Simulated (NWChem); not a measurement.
System meant: C4H7F; SMILES CC1(F)CC1

The following NWChem deck was run.

```
start job
memory heap 200 mb stack 900 mb global 1100 mb
geometry units angstroms noautoz
  C      1.057502    -1.184232     0.000000
  C     -0.027814    -0.152750     0.000000
  F     -1.267400    -0.732053     0.000000
  C      0.077039     1.126516    -0.756727
  C      0.077039     1.126516     0.756727
  H      0.979312    -1.824066    -0.892311
  H      2.048076    -0.708745     0.000000
  H      0.979312    -1.824066     0.892311
  H     -0.832943     1.471948    -1.253809
  H      1.006468     1.348890    -1.288304
  H     -0.832943     1.471948     1.253809
  H      1.006468     1.348890     1.288304
end
basis spherical
  * library def2-svp
end
dft
  xc pbe0
  iterations 4
  mulliken
end
task dft energy
```

End of the output:

```
    Atom       Charge   Shell Charges
 -----------   ------   -------------------------------------------------------
    1 C    6     6.07   1.96  0.58  0.30  1.90  1.25  0.07
    2 C    6     5.95   1.96  0.59  0.27  1.89  1.03  0.21
    3 F    9     9.12   1.98  1.02  0.74  3.22  2.15  0.01
    4 C    6     6.06   1.96  0.57  0.30  1.93  1.21  0.09
    5 C    6     6.06   1.96  0.57  0.30  1.93  1.21  0.09
    6 H    1     0.96   0.63  0.26  0.07
    7 H    1     0.96   0.63  0.26  0.07
    8 H    1     0.96   0.63  0.26  0.07
    9 H    1     0.96   0.63  0.26  0.07
   10 H    1     0.97   0.63  0.26  0.07
   11 H    1     0.96   0.63  0.26  0.07
   12 H    1     0.97   0.63  0.26  0.07

 center of mass
 --------------
 x =  -0.14280317 y =  -0.04910456 z =   0.00000000

 moments of inertia (a.u.)
 ------------------
         338.619081373884           0.000000000000           0.000000000000
           0.000000000000         268.342626376420          -0.000000000000
           0.000000000000          -0.000000000000         450.818618768286

     Multipole analysis of the density
     ---------------------------------

     L   x y z        total         alpha         beta         nuclear
     -   - - -        -----         -----         ----         -------
     0   0 0 0     -0.000000    -20.000000    -20.000000     40.000000

     1   1 0 0      0.602101      0.301050      0.301050     -0.000000
     1   0 1 0      0.230764      0.115382      0.115382      0.000000
     1   0 0 1      0.000000      0.000000      0.000000      0.000000

     2   2 0 0    -22.763002    -66.225675    -66.225675    109.688348
     2   1 1 0     -1.217784      4.275075      4.275075     -9.767933
     2   1 0 1     -0.000000     -0.000000     -0.000000      0.000000
     2   0 2 0    -22.813829    -89.589793    -89.589793    156.365757
     2   0 1 1     -0.000000     -0.000000     -0.000000      0.000000
     2   0 0 2    -22.300619    -37.804011    -37.804011     53.307403

 ------------------------------------------------------------------------
 dft energy failed                                                                                  0
 ------------------------------------------------------------------------
 ------------------------------------------------------------------------
  current input line :
    25: task dft energy
 ------------------------------------------------------------------------
 ------------------------------------------------------------------------
 This type of error is most commonly associated with calculations not reaching convergence criteria
 ------------------------------------------------------------------------
 For more information see the NWChem manual at https://nwchemgit.github.io

0:dft energy failed:Received an Error in Communication
```

Q: Find the fault in this run and fix the input.

A: Convergence was not reached. Cause: the SCF was allowed too few iterations. This input runs:
```
start job
memory heap 200 mb stack 900 mb global 1100 mb
geometry units angstroms noautoz
  C      1.057502    -1.184232     0.000000
  C     -0.027814    -0.152750     0.000000
  F     -1.267400    -0.732053     0.000000
  C      0.077039     1.126516    -0.756727
  C      0.077039     1.126516     0.756727
  H      0.979312    -1.824066    -0.892311
  H      2.048076    -0.708745     0.000000
  H      0.979312    -1.824066     0.892311
  H     -0.832943     1.471948    -1.253809
  H      1.006468     1.348890    -1.288304
  H     -0.832943     1.471948     1.253809
  H      1.006468     1.348890     1.288304
end
basis spherical
  * library def2-svp
end
dft
  xc pbe0
  iterations 150
  mulliken
end
task dft energy
```
It converges to -255.97617 Ha (PBE0/def2-SVP).
